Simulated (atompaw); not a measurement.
**Dy: variants of one PAW (atompaw) potential**

Base potential:

Dy, PAW, made with atompaw 4.2.0.5 (LDA (PW92), scalar-relativistic). Core [Kr] 4d10, reference 4f10 5s2 5p6 5d0 6s2 6p0. Waves: 5s (bound): rc 1.55 bohr; 6s (bound): rc 3.00 bohr; 5p (bound): rc 1.90 bohr; 6p (bound, empty): rc 2.50 bohr; 5d (bound, empty): rc 3.00 bohr; 5d channel at 1 Ry: rc 3.00 bohr; 4f (bound): rc 1.00 bohr; 4f channel at 0.25 Ry: rc 1.00 bohr. Local part: bessel scheme, radius 2.10 bohr. Core correction: smooth core density matched at 1.75 bohr. Augmentation charge: sinc compensation charge, radius 2.45 bohr; PAW radius 3.00 bohr; waves and projectors: custom polynom vanderbiltortho.

All-electron outer shells of the reference configuration (LDA (PW92), scalar-relativistic, ld1.x):

```
shell  level (eV)  outermost node (bohr)  outermost maximum (bohr)
   4p     -290.99                   0.28                      0.51
   4d     -152.87                   0.26                      0.53
   5s      -49.07                   0.63                      1.16
   5p      -25.48                   0.67                      1.33
   6s       -3.90                   1.57                      3.40
   4f       -3.32                      –                      0.54
   5d       -1.33                   0.76                      2.14
   6p       -1.21                   1.92                      4.76
```

Cutoffs, loose and tight: the cutoffs (Ry, on a coarse ladder) from which the occupation-weighted sum of valence levels, in a spherical-Bessel basis at the reference potential, stays within 10 and 1 mRy of its value at 400 Ry. They see the waves, projectors and local potential, not the compensation charge or the core. A dash means not determined.

Cutoffs are not given where the Bessel-basis levels miss the radial ones by over 6 mRy, ghosts where they miss by over 20 mRy; a channel whose overlap is not positive is not tested.

```csv
change,outcome,"cutoff, loose","cutoff, tight",bound ghosts
base,generated,230 Ry,over 300 Ry,none
wave 5d channel at 1 Ry: rc 3.00 bohr becomes 5d channel at -0.17 Ry: rc 3.00 bohr,generated,230 Ry,over 300 Ry,none
"augmentation sinc compensation charge, radius 2.45 bohr; PAW radius 3.00 bohr; waves and projectors: custom rrkj vanderbiltortho",generated,200 Ry,300 Ry,none
functional PBE,generated,230 Ry,over 300 Ry,none
"all radii scaled by about 0.78 (s 1.20, p 1.48, d 2.32, f 0.78 bohr); local potential bessel scheme, radius 1.62 bohr; augmentation sinc compensation charge, radius 1.90 bohr; PAW radius 2.32 bohr; waves and projectors: custom polynom vanderbiltortho; core correction smooth core density matched at 1.36 bohr",generated,over 300 Ry,over 300 Ry,none
core correction smooth core density matched at 2.44 bohr,generated,230 Ry,over 300 Ry,none
wave 4f (bound): rc 1.00 bohr becomes 4f (bound): rc 1.68 bohr,failed: atompaw: The overlap operator has at least one negative eigenvalue!,–,–,–
"augmentation besselshape compensation charge, radius 2.45 bohr; PAW radius 3.00 bohr; waves and projectors: custom polynom vanderbiltortho",generated,230 Ry,over 300 Ry,none
"augmentation sinc compensation charge, radius 2.45 bohr; PAW radius 3.00 bohr; waves and projectors: custom polynom2 7 10 vanderbiltortho",generated,–,–,not determined
"local potential bessel scheme, radius 2.78 bohr",generated,230 Ry,over 300 Ry,none
reference 4f10 5s2 5p6 5d0.5 6s1.5 6p0,generated,230 Ry,over 300 Ry,none
```
